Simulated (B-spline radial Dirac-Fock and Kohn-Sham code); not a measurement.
# What relativity does to the binding energies of Tl⁴⁶⁺

System: thallium as Tl⁴⁶⁺ in the configuration [Ar] 3d10 4s2 4p5.

Both columns are ΔSCF binding energies of the configuration average from an atomic code on a B-spline grid: non-relativistic Hartree-Fock with a point nucleus, and Dirac-Fock with a finite nucleus and the Coulomb interaction alone, averaged over the two j levels with weights 2j+1.

```csv
shell,Hartree-Fock (eV),Dirac-Fock (eV),shift (eV),shift (%)
1s,79852.3,88367.0,+8514.69,+10.66
2s,15457.4,17768.6,+2311.19,+14.95
3s,5367.8,5979.6,+611.85,+11.40
3d,4702.2,4694.8,-7.39,-0.16
4s,2585.5,2797.2,+211.61,+8.18
4p,2474.9,2563.9,+88.96,+3.59
```

Relativity binds 1s, 2s, 3s, 4s, 4p more strongly, among those listed most of all 2s in relative terms, and 3d more weakly, because the contracted s and p shells screen the nucleus better.

Values without a named source are computed, but for edge energies of neutral atoms, which are taken from tables.
